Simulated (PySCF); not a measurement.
C3H6Cl, doublet, geometry from GFN2-xTB. Base run: HF/def2-SVP in PySCF.

Geometry (Å):
```xyz
10

C      0.8820    -0.6904    -0.0652
C      2.3345    -0.2229    -0.0087
C     -0.0452     0.4513    -0.2173
H      0.6300    -1.2491     0.8409
H      0.7719    -1.3943    -0.9061
H      3.0003    -1.0759     0.0923
Cl    -1.6893     0.2603     0.1533
H      2.5969     0.3145    -0.9165
H      2.4872     0.4394     0.8393
H      0.2046     1.3124    -0.8096
```
Charge 0, spin multiplicity 2.
Orbitals are unrestricted.
All else is at PySCF's defaults.

The base run was repeated with changes; each row names its change, and settings that it needs were set with it.

```json
[
 {"change": "base", "basis functions": "90", "E (Eh)": "-576.32332", "HOMO (eV)": "-9.23", "dipole (D)": "1.68"},
 {"change": "basis = ANO-RCC-VDZP; relativity = none", "basis functions": "90", "E (Eh)": "-576.21442", "HOMO (eV)": "-9.31", "dipole (D)": "1.85"},
 {"change": "basis = cc-pVDZ-DK; relativity = spin-free X2C", "basis functions": "90", "E (Eh)": "-578.01796", "HOMO (eV)": "-9.21", "dipole (D)": "1.78"},
 {"change": "basis = jorge-DZP-DKH; relativity = spin-free X2C", "basis functions": "99", "E (Eh)": "-578.02858", "HOMO (eV)": "-9.26", "dipole (D)": "1.83"},
 {"change": "basis = ANO-RCC-VDZP; relativity = spin-free X2C", "basis functions": "90", "E (Eh)": "-578.06762", "HOMO (eV)": "-9.29", "dipole (D)": "1.83"},
 {"change": "basis = cc-pVDZ-DK; relativity = none", "basis functions": "90", "E (Eh)": "-576.20527", "HOMO (eV)": "-9.22", "dipole (D)": "1.80"},
 {"change": "basis = jorge-DZP-DKH; relativity = none", "basis functions": "99", "E (Eh)": "-576.36027", "HOMO (eV)": "-9.26", "dipole (D)": "1.84"},
 {"change": "basis = cc-pVDZ-DK; relativity = spin-free X2C; nucleus = Gaussian (with mol.nucmod = 'G')", "basis functions": "90", "E (Eh)": "-578.01747", "HOMO (eV)": "-9.21", "dipole (D)": "1.78"},
 {"change": "basis = jorge-DZP-DKH; relativity = spin-free X2C; nucleus = Gaussian (with mol.nucmod = 'G')", "basis functions": "99", "E (Eh)": "-578.02809", "HOMO (eV)": "-9.26", "dipole (D)": "1.83"},
 {"change": "basis = ANO-RCC-VDZP; relativity = spin-free X2C; nucleus = Gaussian (with mol.nucmod = 'G')", "basis functions": "90", "E (Eh)": "-578.06712", "HOMO (eV)": "-9.29", "dipole (D)": "1.83"}
]
```

Total energies compare only within one method and basis.

Open shells are given as the SCF converged; they aren't shown to be the lowest states, and a large step between rows can be another state.

Basis sets contracted for a relativistic Hamiltonian are a mismatch without it, so the rows without relativity aren't non-relativistic limits. No row has spin-orbit coupling; sets with core potentials leave out the core electrons.
